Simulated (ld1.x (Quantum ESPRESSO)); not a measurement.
# Before and after: ultrasoft potential for Si

```
Element                 : Si (Z = 14)
Generator               : ld1.x (Quantum ESPRESSO) 7.5
Type                    : ultrasoft
Functional              : LDA (PZ)
Relativity              : non-relativistic
Frozen core             : [Ne]
Valence charge          : 4
Reference configuration : 3s2 3p2
Partial waves           : 3s (bound): rcut 1.35, rcutus 1.60 bohr; 3s channel at 0.05 Ry: rcut 1.35, rcutus 1.60 bohr; 3p (bound): rcut 1.40, rcutus 1.75 bohr; 3p channel at 0.3 Ry: rcut 1.40, rcutus 1.75 bohr
Local potential         : all-electron potential smoothed inside 1.70 bohr (lloc = -1)
Core correction         : Bessel-smoothed model core inside 1.45 bohr
Augmentation charge     : built from norm-conserving waves at rcut, not smoothed further
```

All-electron outer shells of the reference configuration (LDA (PZ), non-relativistic, ld1.x):

| shell | level (eV) | outermost node (bohr) | outermost maximum (bohr) |
| --- | --- | --- | --- |
| 2p | -95.63 | – | 0.39 |
| 3s | -10.84 | 0.72 | 1.77 |
| 3p | -4.18 | 0.72 | 2.14 |

Change: local potential all-electron potential smoothed inside 0.84 bohr (lloc = -1).

Cutoffs: the cutoffs (Ry, on a coarse ladder) from which the occupation-weighted sum of valence levels, in a spherical-Bessel basis at the reference potential, stays within 10 and 1 mRy of its value at 400 Ry; they do not see the model core or the augmentation charge, which bear on the density cutoff. Errors are all-electron minus pseudo energies relative to the spin-unpolarised reference configuration.

Question: What does the change do?

Answer: The potential gets harder (12 Ry and 18 Ry → 30 Ry and 30 Ry); a bound ghost appears in s, which as a rule spoils a file; the errors of the 9 common tests hardly move. A state that the projectors do not describe sees the local part alone, so a deeper or shallower local part can create or remove a ghost.

```tsv
quantity	base	changed
cutoff, loose	12 Ry	30 Ry
cutoff, tight	18 Ry	30 Ry
loose cutoff by channel (10 mRy a level)	s 10 Ry, p 6 Ry	s 30 Ry, p 6 Ry
bound ghosts	none	s
error for 3s2 3p1, meV [ΔE 7.84 eV]	+0.7	+0.7
error for 3s2 3p0, meV [ΔE 23.97 eV]	+6.8	+6.7
error for 3s1 3p0, meV [ΔE 58.04 eV]	+19	+19
error for 3s1 3p3, meV [ΔE 6.75 eV]	-0.1	-0.1
error for 3s2 3p1.5, meV [ΔE 2.97 eV]	+0.1	+0.1
error for 3s2 3p2.3, meV [ΔE -0.96 eV]	0.0	0.0
error for 3s1 3p2, meV [ΔE 15.19 eV]	+0.1	+0.1
error for 3s2 3p2 (spin-polarised), meV [ΔE -0.61 eV]	+2.7	+2.7
error for 3s2 3p1 (spin-polarised), meV [ΔE 7.64 eV]	+1.8	+1.8
s: phases at 1.90 bohr within 0.05 rad from the reference energy up to (Ry; the scan ends near 5)	to the end of the scan	to the end of the scan
p: phases at 1.90 bohr within 0.05 rad from the reference energy up to (Ry; the scan ends near 5)	to the end of the scan	to the end of the scan
lowest overlap eigenvalue by channel	s 0.26, p 0.55	s 0.11, p 0.37
```

 A true bound ghost makes a file unfit for plane-wave use even where its test errors are small: the radial tests pick states by their node count and pass the ghost by.
